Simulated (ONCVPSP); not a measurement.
# Reading a pseudo-wave (hydrogen)

Columns: radius, all-electron u(r) and pseudo u(r) of the 1s shell (level -12.33 eV) of hydrogen in the configuration 1s0.5; LDA (Perdew-Wang 92), scalar-relativistic, ONCV scheme, ONCVPSP 4.0.1.

| r (bohr) | all-electron | pseudo |
| --- | --- | --- |
| 0.038 | 0.0759 | 0.0641 |
| 0.075 | 0.1444 | 0.1262 |
| 0.113 | 0.2094 | 0.1889 |
| 0.150 | 0.2678 | 0.2481 |
| 0.188 | 0.3230 | 0.3061 |
| 0.225 | 0.3723 | 0.3591 |
| 0.263 | 0.4187 | 0.4097 |
| 0.300 | 0.4599 | 0.4551 |
| 0.338 | 0.4985 | 0.4982 |
| 0.375 | 0.5326 | 0.5363 |
| 0.413 | 0.5642 | 0.5713 |
| 0.450 | 0.5919 | 0.6010 |
| 0.488 | 0.6174 | 0.6266 |
| 0.525 | 0.6395 | 0.6473 |
| 0.563 | 0.6596 | 0.6650 |
| 0.600 | 0.6767 | 0.6797 |
| 0.638 | 0.6921 | 0.6932 |
| 0.675 | 0.7049 | 0.7052 |
| 0.713 | 0.7161 | 0.7161 |
| 0.750 | 0.7251 | 0.7251 |
| 0.788 | 0.7327 | 0.7327 |
| 0.825 | 0.7384 | 0.7384 |
| 0.863 | 0.7428 | 0.7428 |
| 0.900 | 0.7457 | 0.7457 |
| 0.938 | 0.7474 | 0.7474 |
| 0.975 | 0.7478 | 0.7478 |

Question: How many radial nodes do the two functions have?

Answer: The all-electron 1s function has n − l − 1 = 0; the pseudo-wave has 0.

Question: At about which radius was the pseudo-wave matched?

Answer: 0.75 bohr. The columns agree to 0.0005 from 0.68 bohr on; several derivatives are matched, so the curves merge somewhat inside the radius.

Question: Is the pseudo-wave norm-conserving?

Answer: Yes: the ONCV scheme keeps the norm inside the radius equal to the all-electron one, which fixes the energy derivative of the logarithmic derivative at the level.
